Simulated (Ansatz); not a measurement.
Calculated with Ansatz (gas phase, PBE0-D4/def2-TZVP geometries, no zero-point term in ΔE). CCSD(T)/CBS adds triple-zeta CCSD(T) − MP2 to the extrapolated MP2 energy (def2 sets, frozen cores). This one scheme is used for every species. Functionals use def2-TZVPP. B3LYP here is the variant with VWN-RPA as its local correlation; programs differ in this. Each species was taken in one conformer, which may not be the lowest.

`F[SiH2]O[SiH](Cl)Cl` + `CO[SiH2]N` → `CO[SiH2]N[SiH2]F` + `O[SiH](Cl)Cl`  (ligand exchange at the Si–O bond)

```tsv
level	ΔE (kJ/mol)	difference from CCSD(T)/CBS
PBE-D4	40.5	-7.9
B3LYP-D4	50.9	2.5
ωB97M-V	46.7	-1.7
B2PLYP	49.8	1.4
PBE	39.8	-8.6
r2SCAN	46.5	-1.9
PBE0	43.0	-5.4
B3LYP	49.9	1.5
HF/def2-TZVPP	60.1	11.7
MP2/def2-TZVPP	47.6	-0.8
SCS-MP2/def2-TZVPP	50.0	1.6
CCSD/def2-TZVPP	49.7	1.3
HF/def2-QZVPP	61.8	13.4
MP2/def2-QZVPP	48.7	0.3
HF/CBS(def2)	62.0	13.6
MP2/CBS(def2)	48.5	0.1
CCSD(T)/CBS	48.4	0
```

Largest T1 diagnostic among the species: 0.011.

From PBE to PBE0 (25 % exact exchange), in def2-TZVPP and without D4, ΔE moves by +3.2 kJ/mol. In def2-TZVPP, CCSD(T) changes the Hartree–Fock value by −12.6 kJ/mol (the triples alone add −2.1 kJ/mol) and MP2 by −12.5 kJ/mol.

CCSD(T)/CBS has its own doubt, a few kJ/mol and more with outer-core shells, so smaller differences from it don't rank the levels.
